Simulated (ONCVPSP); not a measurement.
## iron (Fe), ONCV: configuration errors across variants

Fe (Z = 26), optimised norm-conserving Vanderbilt (ONCV), made with ONCVPSP 4.0.1 (PBE, fully relativistic). Core [Ne], reference 3s2 3p6 3d6 4s2. Waves: 3s+4s: rc 1.15 bohr, ncon 5, nbas 8, qcut 9.3 1/bohr, 3 projectors, debl 1.8 Ha; 3p: rc 0.90 bohr, ncon 4, nbas 7, qcut 10.8 1/bohr, 2 projectors, debl 1.5 Ha; 3d: rc 0.90 bohr, ncon 4, nbas 9, qcut 14.8 1/bohr, local. Local part: the d channel. Core correction: Teter function, fcfact 3.5, rcfact 1.5.

Open shells are filled in proportion to 2j + 1.

In the p channel the program set the typed energies aside and used -2.187, 0.250 Ha (j = l + 1/2; the other j can differ).

All-electron excitation energies from the reference (eV): (1) 3s2 3p6 3d6 4s1 8.729; (2) 3s2 3p6 3d6 4s0 24.933; (3) 3s2 3p6 3d5 4s0 59.155; (4) 3s2 3p6 3d6.5 4s1.5 -0.727.

2 further variants failed, have other tests or another functional or relativity, and are left out.

A true bound ghost makes a file unfit for plane-wave use even where its test errors are small: the radial tests pick states by their node count and pass the ghost by.

Errors AE − PS in meV (a dash: test not solved or not reliable):

```csv
change,(1),(2),(3),(4),bound ghosts,GHOST(+) flags above zero
base,+0.4,+1.5,-3.5,-0.4,"p3/2, p1/2",s
d: qcut 14.1,+0.5,+1.9,-3.9,-0.4,none,"s, p3/2, p1/2"
"core correction Teter function, fcfact 2, rcfact 1.15",+0.4,+1.5,-3.4,-0.4,"p3/2, p1/2",s
"core correction Teter function, fcfact 3.5, rcfact 1.24",+0.4,+1.6,-3.4,-0.4,"p3/2, p1/2",s
s: qcut 12.7,+0.4,+1.5,-2.2,-0.4,"p3/2, p1/2",s
```

Problem. Give the same row for: p: rc 0.96.

Solution. +0.4, +1.5, -3.3, -0.4; bound ghosts: p3/2, p1/2; GHOST(+) flags above zero: s.
